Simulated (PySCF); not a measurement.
ORD: SMILES C=C[C@@]1(N)C[C@H]2C[C@H]21, C$_{7}$H$_{11}$N

Geometry:
```
atom   x (Å)   y (Å)   z (Å)
  C1   0.310  -1.918  -1.388
  C2   0.748  -0.684  -1.235
  C3   0.634   0.115   0.029
  N4   1.945   0.161   0.650
  C5  -0.083   1.501  -0.122
  C6  -1.101   1.059   0.920
  C7  -1.803  -0.167   0.432
  C8  -0.442  -0.291   1.043
  H9   0.427  -2.453  -2.315
 H10  -0.183  -2.442  -0.586
 H11   1.251  -0.170  -2.045
 H12   1.916   0.720   1.496
 H13   2.626   0.567   0.018
 H14  -0.495   1.717  -1.109
 H15   0.544   2.333   0.197
 H16  -1.507   1.699   1.686
 H17  -1.932  -0.323  -0.629
 H18  -2.627  -0.523   1.034
 H19  -0.239  -0.890   1.915
```

Method used: PySCF, TDDFT BHandHLYP/def2-SVPD circular dichroism and optical rotation, one conformer, gas phase. Geometry: GFN2-xTB.

The molecule is flexible and this is one conformer; a measurement averages over conformers. States above about 8.0 eV lie in this functional's continuum (it starts at minus the energy of the highest occupied orbital, well below the true ionisation energy for most functionals) and depend on the basis.

Stereocentres: C3 S, C6 R, C8 R.

(1) Give the optical rotatory dispersion at 633, 589.3, 546, 436, 405, 365, 355 nm.

(2) And for the mirror image at 589.3 nm?

(3) What is the molar rotation [Φ] = [α]·M/100 of the geometry above at 589.3 nm?

Results:

(1) [α] in deg dm⁻¹ (g/mL)⁻¹:
```
λ (nm)  origin-invariant length gauge  modified velocity gauge  length gauge (centre of mass)  isotropic polarisability (au)
   633                         -169.5                   -155.1                         -169.2                           84.8
 589.3                         -198.6                   -181.8                         -198.3                           85.1
   546                         -236.0                   -215.9                         -235.7                           85.4
   436                         -401.7                   -367.4                         -401.1                           87.0
   405                         -483.3                   -442.0                         -482.6                           87.7
   365                         -635.5                   -580.7                         -634.5                           88.9
   355                         -685.8                   -626.6                         -684.7                           89.3
```

(2) +198.6 deg dm⁻¹ (g/mL)⁻¹ (origin-invariant length gauge): the same size and the opposite sign.

(3) With M = 109.17 g/mol, -216.8 deg cm² dmol⁻¹ (origin-invariant length gauge).

The first excitation lies at 6.58 eV (188 nm) with R = -2.9 × 10⁻⁴⁰ esu² cm² (velocity form).
